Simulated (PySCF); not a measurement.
## [NdF3(NH3)]− at several levels of theory

Computed with PySCF 2.14.0 (density fitting, no spin-orbit coupling) at the geometry relaxed with PBE0:

```xyz
8
[NdF3(NH3)]− (singlet in the valence; each metal's 4f electrons, 4 of them, lie in its core potential, out of spins and levels)
Nd    0.1721   -0.1721    0.1721
F     1.1486    1.6364    1.1486
F    -1.6364   -1.1486    1.1486
F     1.1486   -1.1486   -1.6364
N    -1.4528    1.4528   -1.4528
H    -2.0505    2.0505   -0.8859
H    -0.8859    2.0505   -2.0505
H    -2.0505    0.8859   -2.0505
```

```
level                                                          basis    state  HOMO (eV)  gap (eV)  charge on Nd1 (e)  population of f-type functions on Nd1 (polarisation alone where 4f lies in the core)  dipole about the centre of mass (D)  largest force component (eV/Å)
 PBE0  Nd lcecp-0-SVP with ECP50, F def2-SVP, N def2-SVP, H def2-SVP  singlet          –         –               0.65                                                                                  0.05                                 4.40                            0.00
wB97X                                                       the same  singlet          –         –               0.67                                                                                  0.05                                 4.38                            0.04
```

In the lcecp rows the 4f levels are missing from HOMO and gap, and the state counts the valence alone.

Charges are Mulliken's, which hang on the basis. The relaxation used the grid (50, 194), these runs (75, 302) or, all-electron (x2c bases, spin-free X2C Hamiltonian), (99, 590).

**Question.** What does PBE with Nd lcecp-0-SVP with ECP50, F def2-SVP, N def2-SVP, H def2-SVP give here?

**Answer.** state singlet, charge on Nd1 (e) 0.39, population of f-type functions on Nd1 (polarisation alone where 4f lies in the core) 0.05, dipole about the centre of mass (D) 4.40, largest force component (eV/Å) 0.26. Time: 19 s on 2 threads of Intel(R) Xeon(R) Processor @ 2.50GHz (Skylake/Cascade Lake) (shared host), from an already converged density.

An lcecp potential fixes the number of 4f electrons, so in runs with it no electron can move into or out of that shell; real Nd(II) is rare or takes another configuration.
